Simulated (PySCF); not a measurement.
**Radial density of Br⁺ (bromine, charge +1)**

M06-L, [Ar] 3d10 4s2 4p4, high-spin 3P determinant. Calculation: PySCF 2.14, in x2c-SVPall (5s4p3d, 32 functions); scalar relativity by spin-free X2C-1e.

| r (bohr) | 4πr²ρ (e/bohr) | 4πr²(ρα − ρβ) |
| --- | --- | --- |
| 0.000612 | 0.2204 | 0.0000 |
| 0.00103 | 0.5965 | 0.0000 |
| 0.00173 | 1.519 | 0.0000 |
| 0.00291 | 3.559 | 0.0001 |
| 0.00490 | 8.063 | 0.0002 |
| 0.00824 | 16.76 | 0.0004 |
| 0.0139 | 30.00 | 0.0015 |
| 0.0233 | 41.85 | 0.0066 |
| 0.0392 | 41.14 | 0.0257 |
| 0.0659 | 35.63 | 0.0731 |
| 0.111 | 48.98 | 0.0920 |
| 0.187 | 42.20 | -0.0011 |
| 0.314 | 28.55 | 0.1496 |
| 0.528 | 33.02 | 0.1409 |
| 0.888 | 10.22 | 0.1982 |
| 1.49 | 4.543 | 1.2909 |
| 2.51 | 1.552 | 0.5520 |
| 4.22 | 0.1149 | 0.0466 |
| 7.11 | 2.851e-05 | 0.0000 |

Densities and radii are taken from the X2C orbitals without a picture-change correction, which distorts them close to the nucleus.
